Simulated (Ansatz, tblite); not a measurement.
Removing and adding an electron: `Sc1ccc(-c2ccc(-c3ccccc3)cc2)cc1`. Total charge 0; singlet. Geometry: r2SCAN-D4/def2-SVP. Ansatz, gas phase; energy differences of separate SCF runs; the oxidised species was run as a doublet alone; the reduced species was run as a doublet alone.

```xyz
33

S    -3.294    3.006   -5.722
C    -2.535    2.242   -4.319
C    -3.088    1.138   -3.649
C    -2.435    0.584   -2.550
C    -1.212    1.100   -2.082
C    -0.522    0.503   -0.919
C     0.884    0.458   -0.849
C     1.534   -0.109    0.244
C     0.811   -0.654    1.321
C     1.503   -1.256    2.483
C     0.979   -1.130    3.784
C     1.631   -1.698    4.879
C     2.823   -2.407    4.699
C     3.356   -2.542    3.413
C     2.704   -1.973    2.318
C    -0.594   -0.607    1.253
C    -1.245   -0.043    0.159
C    -0.671    2.206   -2.765
C    -1.316    2.772   -3.862
H    -4.382    2.206   -5.764
H    -4.030    0.701   -3.993
H    -2.872   -0.292   -2.063
H     1.477    0.856   -1.677
H     2.628   -0.113    0.273
H     0.062   -0.554    3.939
H     1.211   -1.578    5.881
H     3.335   -2.852    5.557
H     4.283   -3.103    3.259
H     3.115   -2.108    1.313
H    -1.187   -1.037    2.066
H    -2.338   -0.008    0.147
H     0.263    2.653   -2.413
H    -0.877    3.639   -4.363
```

The xTB rows come from tblite. Single mean-field runs in def2-TZVP are fitted with def2-universal-jkfit.

| level | −HOMO (eV) | vertical IE (eV) | −LUMO (eV) | vertical EA (eV) | HOMO–LUMO gap (eV) | IE − EA (eV) |
| --- | --- | --- | --- | --- | --- | --- |
| GFN1-xTB | 10.77 | 12.76 | 7.98 | 6.04 | 2.79 | 6.72 |
| GFN2-xTB | 9.98 | 11.88 | 7.13 | 5.20 | 2.85 | 6.67 |

(1) Estimate the rows for PBE-D4/def2-TZVP, PBE0-D4/def2-TZVP.

Answers

(1) 
| level | −HOMO (eV) | vertical IE (eV) | −LUMO (eV) | vertical EA (eV) | HOMO–LUMO gap (eV) | IE − EA (eV) | remarks |
| --- | --- | --- | --- | --- | --- | --- | --- |
| PBE-D4/def2-TZVP | 5.12 | 6.98 | 2.13 | 0.42 | 3.00 | 6.55 | HOMO above zero (-1 doublet) |
| PBE0-D4/def2-TZVP | 5.98 | 7.26 | 1.38 | 0.24 | 4.60 | 7.02 | HOMO above zero (-1 doublet) |

Relaxing the oxidised species (r2SCAN-D4/def2-SVP) changes its energy by -0.11 eV at PBE-D4/def2-TZVP, so the adiabatic ionisation energy to this nearest minimum is 6.87 eV. At PBE0-D4/def2-TZVP it is 7.12 eV.  Relaxing the reduced species (r2SCAN-D4/def2-SVP) changes its energy by -0.32 eV at PBE-D4/def2-TZVP, so the adiabatic electron affinity to this nearest minimum is 0.75 eV. At PBE0-D4/def2-TZVP it is 0.55 eV. The highest occupied level of the relaxed charge -1 doublet lies above zero (up to 0.75 eV). By energy differences its removal costs 0.75 eV (each at its own geometry, to the charge 0 singlet, at PBE-D4/def2-TZVP); self-interaction error and the lack of diffuse functions both raise the level.  Run but left out: HF/def2-TZVP (singlet: restricted singlet, unstable in another Hartree–Fock run and untested here).   A HOMO above zero means that the electron is unbound at that level or that self-interaction error raises the level; the energy of removing that electron tells which. Raw xTB energy differences between charge states are shifted by several eV; the methods need an empirical correction for them. Sets without diffuse functions give affinities that are too small.
